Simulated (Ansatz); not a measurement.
Basis-set extrapolation for C3H6FNSi (`NC1(F)C=C[SiH2]1`) (PBE0-D4/def2-TZVP geometry, frozen core, the Gaussian-basis code of Ansatz). Multiplicity 1, RHF reference.

```tsv
	def2-TZVPP	def2-QZVPP
HF	-559.987288	-560.008125
MP2 correlation	-1.055148	-1.134599
CCSD(T) correlation	-1.139799	not run
```

Energies in hartree. Use E(X) = E(∞) + A·exp(−7.88·√X) for Hartree–Fock and E(X) = E(∞) + B·X^(−2.97) for correlation, with X = 3 and 4, and add CCSD(T) minus MP2 of the smaller set to the MP2 limit.

What is the CCSD(T) energy at the basis-set limit?

HF limit: -560.008125 + (-0.020837) × 0.13774 = -560.01100. MP2 limit: -1.134599 + (-0.079451) × 0.74074 = -1.19345. Higher-order term: -1.139799 − (-1.055148) = -0.08465. Total: -561.28910 hartree, 101.7 kcal/mol below CCSD(T)/def2-TZVPP.
